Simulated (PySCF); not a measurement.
Species: sum formula GeSiH4 (charge -1, doublet). 
Structure (B3LYP-D3(BJ)/def2-TZVP (Ansatz) minimum search):
```xyz
6

Si    -1.5284    -0.5964     0.0723
Ge     0.7202     0.2869    -0.0347
H     -2.2502    -0.0393    -1.1458
H     -2.2405     0.2139     1.1454
H      1.4159    -0.6346    -1.1373
H      1.4259    -0.3722     1.2366
```
Charge -1, spin multiplicity 2.

Dispersion corrections to the total energy (kcal/mol) from the dftd3 and dftd4 libraries through PySCF: D3(BJ) without and D4 with the three-body term, each with the damping fitted for the functional named.

```tsv
functional	D3(BJ)	D4
BLYP	-6.05	-7.66
BHLYP	-4.53	-4.90
HF	-23.30	___
B3LYP	___	-5.75
PBE0	-2.39	-2.97
revPBE	___	-9.75
r2SCAN	-0.69	-0.79
```

Problem. Some entries are withheld; supply them.

Solution. 
- HF, D4: -11.92
- B3LYP, D3(BJ): -5.07
- revPBE, D3(BJ): -6.17
